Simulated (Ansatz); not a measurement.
Ag2H2, relaxed as a singlet with RKS PBE0-D4/def2-TZVP in Ansatz, starting from the GFN2-xTB geometry. Force threshold 0.02 eV/Å.

In the def2 sets Ag takes a core potential; there is no spin–orbit coupling. The structure comes from a short search, and lower isomers may exist.

Start:

```xyz
4

Ag   -1.923    0.593    0.074
Ag    0.721   -0.142   -0.133
H     2.139   -0.135   -0.775
H    -0.936   -0.316    0.834
```

(1) Estimate the energy that the relaxation releases and the steps that it takes.

(2) Does the start keep its bonding?

(3) Predict the relaxed structure.

Results:

(1) 0.19 eV, in 6 steps; 6 s on 4 threads of Arm Neoverse V2 on a shared host. The force fell under the threshold at step 4, but the optimiser went on. No frequencies were taken in this run, so the end may be a saddle point.

(2) By distances, no bond broke or formed. The bond that changes most is Ag1–H4, from 1.54 to 1.71 Å (atoms count from 1).

(3) 
Cartesian coordinates in Å:
```
Ag -1.928 0.653 -0.003
Ag 0.676 -0.192 -0.047
H 2.126 -0.093 -0.825
H -0.874 -0.368 0.876
```
Bond lengths (bridged metal pairs left out): 3 × Ag–H 1.65 to 1.81 Å.
